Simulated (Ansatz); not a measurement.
`F[Si](F)(F)[Sn]([Cl])([Cl])[Si](F)(F)F` → `[Cl][Sn][Cl]` + `F[Si](F)(F)[Si](F)(F)F`  (stannylene formation by 1,1-elimination)

Gas-phase electronic energies from Ansatz, PBE0-D4/def2-TZVP geometries. CBS: MP2 limit from def2 TZ/QZ plus the TZ coupled-cluster correction, frozen cores. DFT in def2-TZVPP. Elements past krypton have def2 core potentials. For Sn outer-core shells are correlated without core-valence functions, which leaves a few kJ/mol of doubt a bond. One conformer a species, not always the lowest.

CCSD(T)/CBS gives -0.5 kJ/mol.

Question: Another level gave -5.7 kJ/mol. Which?
A. CCSD/def2-TZVPP
B. r2SCAN0/def2-TZVPP
C. BHLYP/def2-TZVPP
D. revPBE/def2-TZVPP

Answer: A. CCSD/def2-TZVPP -5.7, r2SCAN0 -0.2, revPBE -35.1, BHLYP -25.3 kJ/mol.

Largest T1 diagnostic among the species: 0.014.

In def2-TZVPP, CCSD(T) changes the Hartree–Fock value by +24.8 kJ/mol (the triples alone add +4.7 kJ/mol) and MP2 by +23.2 kJ/mol. From PBE to PBE0 (25 % exact exchange), in def2-TZVPP and without D4, ΔE moves by +12.8 kJ/mol. Leaving LDA and LC-ωPBE aside and taking each functional with its dispersion term where it has one, the values, not all of them listed here, spread over 36.4 kJ/mol, from BLYP-D4 to PBE-QIDH. LDA lies +33.4 kJ/mol from PBE without D4.

CCSD(T)/CBS has its own doubt, a few kJ/mol and more with outer-core shells, so smaller differences from it don't rank the levels.
